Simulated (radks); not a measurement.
Q: These are the eigenvalues of the occupied orbitals of an atom or ion with whole-number occupations (eV). Calculated with a radial shooting solver on a logarithmic mesh with Libxc functionals: scalar-relativistic Kohn-Sham, SCAN, spin-polarised, spherical densities, finite nucleus; meta-GGA in the generalised Kohn-Sham scheme; Fermi nuclear charge, rms radius of each element as measured or else 0.836 A^(1/3) + 0.57 fm.

orbital  eigenvalue
1s        -1289.223
2s        -103.0620
2p         -68.0541

Which element is it, and in what charge state? The configuration may be excited. Open shells, if any, are filled with parallel spins first.

A: Z = 12, magnesium, charge +2: Mg2+ in [Ne]. The list shows which subshells hold electrons but not how many an open one holds; the 1s level, -47.378 hartree, gives Z - s = 9.7 by -(Z - s)^2/2, which with screening and relativity narrows Z to a few neighbours, and the depths of the outer levels then fix element, charge and occupations together.
